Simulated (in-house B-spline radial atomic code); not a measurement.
Computed with a B-spline radial atomic code. Model: two electrons, singlet ground state, non-relativistic, full CI in B-splines with partial waves to l = 8 (at full coupling up to 3e-4 hartree above the limit, correlation up to 0.6 % small), density held at that of full coupling by Lieb maximisation.

W(λ) is the mean repulsion in the state of coupling λ less the Hartree energy of the fixed density. Its start is exact exchange, its initial slope is twice the second-order Görling-Levy correlation energy, and its area from 0 to 1 is E_xc. A straight curve means weak, dynamic correlation, and a curve that drops fast and flattens means strong correlation.

Command:
```bash
python run_ac.py task.json out
```
Settings (lengths in bohr, energies in hartree):
```
potential              yukawa
strength               5.82
lmax                   8
second                 0.507
```

Time taken, with all properties: 6.3 s on 1 thread of Intel(R) Xeon(R) Processor @ 2.30GHz, with other jobs on the host.

**W = mean repulsion less Hartree energy, and W of three functionals.**

Given: confinement screened point charge; nuclear charge 5.82; screening of the nucleus 0.507 1/bohr; external potential -Z exp(-k r)/r.

Computed: PBE exchange minus exact 61.059 millihartree; SCAN exchange minus exact -4.967 millihartree.

| coupling | W xc (hartree) | W xc minus exchange (millihartree) | kinetic minus Kohn-Sham (millihartree) | LDA (PW92) W minus its exchange (millihartree) | PBE W minus its exchange (millihartree) | SCAN W minus its exchange (millihartree) |
| --- | --- | --- | --- | --- | --- | --- |
| 0 | -3.3889 | 0 | 0 | 0 | 0 | 0 |
| 0.02 | -3.3908 | -1.872 | 0 | -14.78 | -1.87 | -1.85 |
| 0.05 | -3.3936 | -4.672 | 0.1 | -31.36 | -4.68 | -4.58 |
| 0.12 | ? | ? | ? | ? | ? | ? |
| 0.25 | -3.4119 | -23.047 | 2.9 | -109.44 | -23.64 | -22.28 |
| 0.4 | -3.4254 | -36.51 | 7.2 | -154.13 | -37.83 | -35.06 |
| 0.6 | -3.443 | -54.052 | 16 | -205.01 | -56.52 | -51.57 |
| 0.8 | -3.46 | -71.143 | 28 | -249.44 | -74.89 | -67.53 |
| 1 | -3.4767 | -87.799 | 42.9 | -289.3 | -92.88 | -83 |
| 1.4 | -3.5088 | -119.87 | 81.4 | -359.28 | -127.71 | -112.59 |
| 2 | -3.554 | -165.09 | 158.1 | -447.59 | -177.02 | -154.04 |
| 3 | -3.6225 | -233.6 | 328.7 | -566.81 | -251.91 | -216.55 |
| 4.5 | ? | ? | ? | ? | ? | ? |
| 7 | -3.8325 | -443.59 | 1349.5 | -878.8 | -482.79 | -409.58 |
| 10 | -3.9442 | -555.34 | 2291.9 | -1030.3 | -608.16 | -515.14 |

Problem. What belongs in the row 0.12?

Solution. W xc (hartree): -3.4001; W xc minus exchange (millihartree): -11.16; kinetic minus Kohn-Sham (millihartree): 0.7; LDA (PW92) W minus its exchange (millihartree): -62.72; PBE W minus its exchange (millihartree): -11.31; SCAN W minus its exchange (millihartree): -10.87.

Problem. What belongs in the row 4.5?

Solution. W xc (hartree): -3.7117; W xc minus exchange (millihartree): -322.83; kinetic minus Kohn-Sham (millihartree): 661.4; LDA (PW92) W minus its exchange (millihartree): -706.18; PBE W minus its exchange (millihartree): -349.64; SCAN W minus its exchange (millihartree): -298.05.

Problem. What is the LDA exchange minus exact?

Solution. 477.8 millihartree.

**Energy parts, natural occupations and partial-wave weights.**

Computed: total energy -24.8789 hartree; kinetic part of the DFT correlation energy 0.042937 hartree; initial slope twice GL2 -0.093742 hartree; kinetic part over minus potential part 0.48904; Hartree energy 6.7778 hartree; Kohn-Sham kinetic 29.978 hartree; Lieb Oxford ratio E_xc over LDA exchange 1.1795.

| natural | occupation of the shell (electrons) |
| --- | --- |
| s | 1.9983 |
| p | 0.00092172 |
| s | ? |
| d | 4.9457e-05 |
| p | 3.5143e-05 |
| s | 1.4475e-05 |

Problem. What belongs in the row s?

Solution. occupation of the shell (electrons): 0.00062329.

```csv
wave,weight
s,0.99949
p,?
d,2.7832e-05
f,4.1031e-06
g,9.7666e-07
```

Problem. What belongs in the row p?

Solution. weight: 0.00048026.

Problem. What is the exchange energy?

Solution. -3.3889 hartree.

Problem. What is the correlation energy?

Solution. -0.044861 hartree.

Half-way to full coupling W has made 52 % of its drop, against 50 % for a straight line, and second-order (GL2) theory, half the initial slope, overshoots the correlation energy by about 4 %: correlation is weak here. Over couplings 0 to 1 the errors in E_xc come to about +352 millihartree for LDA, +59 millihartree for PBE, -2.9 millihartree for SCAN, so SCAN is nearest. In LDA and PBE and SCAN the errors of exchange and correlation have opposite signs, so the sum is smaller than the larger of the two.
